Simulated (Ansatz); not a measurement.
CH3F2NOSi (`F[Si]1(F)NCO1`) from Hartree–Fock to CCSD(T)

Z-matrix (Å, degrees):
```
Si
F 1 1.577
N 1 1.691 2 119.4
O 1 1.642 2 116.2 3 97.4
F 1 1.573 2 103.7 3 -134.7
C 1 2.186 2 125.9 3 50.0
H 3 1.004 1 134.8 2 -20.3
H 6 1.094 1 121.8 2 0.2
H 6 1.093 1 127.2 2 173.4
```

Total charge 0; spin multiplicity 1. Geometry: relaxed with PBE0-D4/def2-TZVP. Frozen core, restricted reference, Ansatz. CBS rows extrapolate triple and quadruple zeta; past MP2 they add the triple-zeta difference.

```tsv
basis	HF (Eh)	MP2 corr.	CCSD corr.	(T)	CCSD(T) total
def2-TZVPP	-657.10575	-1.20729	-1.22174	-0.04296	-658.37045
def2-QZVPP	-657.13319	-1.31008	–	–	–
CBS(def2)	-657.13697	-1.38622	-1.40067	as TZ	-658.58060
```
